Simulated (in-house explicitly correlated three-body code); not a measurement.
Computed with an exponentially correlated three-body code. Model: two electrons around a point charge, non-relativistic, variational in 260 exponentially correlated functions (energies converged to about 1e-7 hartree, or 1e-8 relative for large Z).

Command:
```bash
python run_hyl.py task.json out
```
Settings (lengths in bohr, energies in hartree):
```
Z                      5
nuclear_mass           100000
interaction_strength   1
functions              260
states_tried           13
```

Time taken, with all properties: 22 s on 1 thread of Intel(R) Xeon(R) 6975P-C (Granite Rapids) (shared host).

**Those bound S and P states to n = 4 that converged, binding against the one-electron ion.**

Given: nuclear charge 5; mass of the centre 100000 electron masses.

Computed: one-electron threshold -12.499875 hartree.

```json
{"term": "1 1S", "energy (hartree)": "-22.0307457", "binding (eV)": "259.35"}
{"term": "2 3S", "energy (hartree)": "-14.7337496", "binding (eV)": "60.787"}
{"term": "2 1S", "energy (hartree)": "-14.5783818", "binding (eV)": "56.559"}
{"term": "2 3P", "energy (hartree)": "-14.5730046", "binding (eV)": "56.413"}
{"term": "2 1P", "energy (hartree)": "-14.477127", "binding (eV)": "53.804"}
{"term": "3 3S", "energy (hartree)": "-13.4529696", "binding (eV)": "25.935"}
{"term": "3 1S", "energy (hartree)": "-13.4118627", "binding (eV)": "24.816"}
{"term": "3 3P", "energy (hartree)": "-13.4099375", "binding (eV)": "24.764"}
{"term": "3 1P", "energy (hartree)": "?", "binding (eV)": "?"}
{"term": "4 3S", "energy (hartree)": "-13.0262066", "binding (eV)": "14.322"}
{"term": "4 1S", "energy (hartree)": "?", "binding (eV)": "?"}
{"term": "4 3P", "energy (hartree)": "-13.0087173", "binding (eV)": "13.846"}
{"term": "4 1P", "energy (hartree)": "-12.9973609", "binding (eV)": "13.537"}
```

What belongs in the row 3 1P?

energy (hartree): -13.382578; binding (eV): 24.02.

What belongs in the row 4 1S?

energy (hartree): -13.0095966; binding (eV): 13.87.

**Converged states only, values per electron or pair.**

```json
{"term": "1 1S", "mean r (bohr)": "0.32456", "mean r squared (bohr²)": "0.14197", "mean inverse r (1/bohr)": "4.6876", "mean r12 (bohr)": "0.48244", "mean inverse r12 (1/bohr)": "2.8147", "mean cosine": "-0.026434", "mean p1 dot p2 (bohr⁻²)": "0.55266", "delta r1 (bohr⁻³)": "34.758", "delta r12 (bohr⁻³)": "3.3129"}
{"term": "2 3S", "mean r (bohr)": "0.82716", "mean r squared (bohr²)": "1.1279", "mean inverse r (1/bohr)": "3.0309", "mean r12 (bohr)": "1.4022", "mean inverse r12 (1/bohr)": "0.84124", "mean cosine": "-0.0084198", "mean p1 dot p2 (bohr⁻²)": "0.038818", "delta r1 (bohr⁻³)": "21.591", "delta r12 (bohr⁻³)": "-"}
{"term": "2 1S", "mean r (bohr)": "?", "mean r squared (bohr²)": "?", "mean inverse r (1/bohr)": "?", "mean r12 (bohr)": "?", "mean inverse r12 (1/bohr)": "?", "mean cosine": "?", "mean p1 dot p2 (bohr⁻²)": "?", "delta r1 (bohr⁻³)": "?", "delta r12 (bohr⁻³)": "?"}
{"term": "2 3P", "mean r (bohr)": "0.74871", "mean r squared (bohr²)": "0.92288", "mean inverse r (1/bohr)": "3.0117", "mean r12 (bohr)": "1.2619", "mean inverse r12 (1/bohr)": "0.9708", "mean cosine": "-0.066063", "mean p1 dot p2 (bohr⁻²)": "-1.2644", "delta r1 (bohr⁻³)": "19.652", "delta r12 (bohr⁻³)": "-"}
{"term": "2 1P", "mean r (bohr)": "0.7834", "mean r squared (bohr²)": "1.022", "mean inverse r (1/bohr)": "2.9956", "mean r12 (bohr)": "1.2947", "mean inverse r12 (1/bohr)": "1.0016", "mean cosine": "0.031877", "mean p1 dot p2 (bohr⁻²)": "1.1527", "delta r1 (bohr⁻³)": "19.942", "delta r12 (bohr⁻³)": "0.11037"}
{"term": "3 3S", "mean r (bohr)": "1.7273", "mean r squared (bohr²)": "5.7084", "mean inverse r (1/bohr)": "2.7308", "mean r12 (bohr)": "3.1744", "mean inverse r12 (1/bohr)": "0.4024", "mean cosine": "-0.0026874", "mean p1 dot p2 (bohr⁻²)": "0.011136", "delta r1 (bohr⁻³)": "20.37", "delta r12 (bohr⁻³)": "-"}
{"term": "3 1S", "mean r (bohr)": "1.7949", "mean r squared (bohr²)": "6.2083", "mean inverse r (1/bohr)": "2.7251", "mean r12 (bohr)": "3.3066", "mean inverse r12 (1/bohr)": "0.42725", "mean cosine": "-0.0036888", "mean p1 dot p2 (bohr⁻²)": "0.014061", "delta r1 (bohr⁻³)": "20.333", "delta r12 (bohr⁻³)": "0.14818"}
{"term": "3 3P", "mean r (bohr)": "1.6736", "mean r squared (bohr²)": "5.412", "mean inverse r (1/bohr)": "2.7255", "mean r12 (bohr)": "3.0709", "mean inverse r12 (1/bohr)": "0.43524", "mean cosine": "-0.0167", "mean p1 dot p2 (bohr⁻²)": "-0.30539", "delta r1 (bohr⁻³)": "19.832", "delta r12 (bohr⁻³)": "-"}
{"term": "3 1P", "mean r (bohr)": "?", "mean r squared (bohr²)": "?", "mean inverse r (1/bohr)": "?", "mean r12 (bohr)": "?", "mean inverse r12 (1/bohr)": "?", "mean cosine": "?", "mean p1 dot p2 (bohr⁻²)": "?", "delta r1 (bohr⁻³)": "?", "delta r12 (bohr⁻³)": "?"}
{"term": "4 3S", "mean r (bohr)": "3.0024", "mean r squared (bohr²)": "18.363", "mean inverse r (1/bohr)": "2.6285", "mean r12 (bohr)": "5.7157", "mean inverse r12 (1/bohr)": "0.23307", "mean cosine": "-0.0011475", "mean p1 dot p2 (bohr⁻²)": "0.0046072", "delta r1 (bohr⁻³)": "20.09", "delta r12 (bohr⁻³)": "-"}
{"term": "4 1S", "mean r (bohr)": "3.0927", "mean r squared (bohr²)": "19.548", "mean inverse r (1/bohr)": "2.6262", "mean r12 (bohr)": "5.8951", "mean inverse r12 (1/bohr)": "0.243", "mean cosine": "-0.0015843", "mean p1 dot p2 (bohr⁻²)": "0.0059689", "delta r1 (bohr⁻³)": "20.077", "delta r12 (bohr⁻³)": "0.061996"}
{"term": "4 3P", "mean r (bohr)": "2.9732", "mean r squared (bohr²)": "18.145", "mean inverse r (1/bohr)": "2.6264", "mean r12 (bohr)": "5.6587", "mean inverse r12 (1/bohr)": "0.24608", "mean cosine": "-0.0066693", "mean p1 dot p2 (bohr⁻²)": "-0.11998", "delta r1 (bohr⁻³)": "19.869", "delta r12 (bohr⁻³)": "-"}
{"term": "4 1P", "mean r (bohr)": "3.0395", "mean r squared (bohr²)": "19.001", "mean inverse r (1/bohr)": "2.6245", "mean r12 (bohr)": "5.7879", "mean inverse r12 (1/bohr)": "0.25073", "mean cosine": "0.0032573", "mean p1 dot p2 (bohr⁻²)": "0.12679", "delta r1 (bohr⁻³)": "19.896", "delta r12 (bohr⁻³)": "0.015988"}
```

What belongs in the row 2 1S?

mean r (bohr): 0.87294; mean r squared (bohr²): 1.2788; mean inverse r (1/bohr): 3.0092; mean r12 (bohr): 1.481; mean inverse r12 (1/bohr): 0.93571; mean cosine: -0.011589; mean p1 dot p2 (bohr⁻²): 0.046187; delta r1 (bohr⁻³): 21.41; delta r12 (bohr⁻³): 0.50508.

What belongs in the row 3 1P?

mean r (bohr): 1.7236; mean r squared (bohr²): 5.7659; mean inverse r (1/bohr): 2.7211; mean r12 (bohr): 3.1622; mean inverse r12 (1/bohr): 0.44591; mean cosine: 0.0081551; mean p1 dot p2 (bohr⁻²): 0.31097; delta r1 (bohr⁻³): 19.902; delta r12 (bohr⁻³): 0.036616.
